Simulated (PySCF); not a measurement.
MoNI₃: fields on a plane

These are results of PySCF, PBE, basis Mo def2-SVP with ECP28, N def2-SVP, I def2-SVP with ECP28 (scalar-relativistic core potentials, no spin–orbit coupling, density fitting), not measurements.

The singlet minimum has Mo–I 2.619 Å (×3), Mo–N 1.640 Å; I–Mo–I 113.5° (×3), I–Mo–N 105.1° (×3).

The plane holds Mo1 at (0.00, 0.00), N2 at (1.64, 0.00), I3 at (-0.68, 2.53) Å. Columns run from x = -2.55 to 4.05 Å, rows from y = 4.95 (top) to -1.95 Å, in steps of 0.3 Å. Other isomers or separated fragments may lie lower. Core electrons replaced by a potential are absent, the electrostatic potential uses the reduced nuclear charge, and values within about 0.7 Å of such atoms have no physical meaning.

**Question.** Give the electron density (e/Å³) (cut at 5 e/Å³). Every second row and column.

**Answer.** 
```
0.00 0.00 0.00 0.00 0.00 0.00 0.00 0.00 0.00 0.00 0.00 0.00
0.00 0.01 0.02 0.04 0.03 0.02 0.00 0.00 0.00 0.00 0.00 0.00
0.01 0.05 0.17 0.32 0.24 0.08 0.02 0.00 0.00 0.00 0.00 0.00
0.03 0.18 0.89 4.11 1.32 0.30 0.05 0.01 0.00 0.00 0.00 0.00
0.04 0.33 2.96 0.87 5.00 0.48 0.07 0.01 0.00 0.00 0.00 0.00
0.03 0.22 1.01 5.00 1.45 0.34 0.06 0.01 0.00 0.00 0.00 0.00
0.02 0.08 0.28 0.53 0.49 0.23 0.10 0.07 0.03 0.01 0.00 0.00
0.01 0.03 0.11 0.49 1.97 1.08 0.57 0.80 0.30 0.04 0.00 0.00
0.00 0.02 0.12 2.18 0.72 5.00 2.31 5.00 1.41 0.10 0.01 0.00
0.00 0.02 0.10 1.12 5.00 3.88 1.38 2.42 0.79 0.07 0.01 0.00
0.00 0.02 0.06 0.17 0.38 0.28 0.20 0.22 0.10 0.02 0.00 0.00
0.00 0.01 0.04 0.06 0.07 0.05 0.03 0.02 0.01 0.00 0.00 0.00
```

**Question.** Give the electron localisation function (set to 0 where the density is under 0.005 e/Å³). Every second row and column.

**Answer.** 
```
0.00 0.00 0.00 0.00 0.00 0.00 0.00 0.00 0.00 0.00 0.00 0.00
0.00 0.15 0.30 0.45 0.50 0.41 0.00 0.00 0.00 0.00 0.00 0.00
0.26 0.55 0.73 0.75 0.82 0.78 0.53 0.00 0.00 0.00 0.00 0.00
0.56 0.82 0.43 0.39 0.30 0.85 0.68 0.22 0.00 0.00 0.00 0.00
0.69 0.84 0.30 0.00 0.61 0.74 0.60 0.09 0.00 0.00 0.00 0.00
0.62 0.83 0.37 0.48 0.23 0.70 0.21 0.02 0.00 0.00 0.00 0.00
0.33 0.58 0.70 0.67 0.59 0.29 0.20 0.26 0.31 0.16 0.00 0.00
0.04 0.11 0.16 0.23 0.62 0.40 0.59 0.81 0.83 0.55 0.00 0.00
0.00 0.04 0.13 0.77 0.01 0.77 0.73 0.80 0.94 0.77 0.23 0.00
0.00 0.04 0.11 0.55 0.82 0.78 0.70 0.64 0.91 0.69 0.18 0.00
0.00 0.05 0.12 0.10 0.17 0.13 0.39 0.68 0.65 0.37 0.00 0.00
0.00 0.03 0.10 0.15 0.11 0.08 0.12 0.17 0.16 0.00 0.00 0.00
```

Stability towards spin polarisation was not tested.
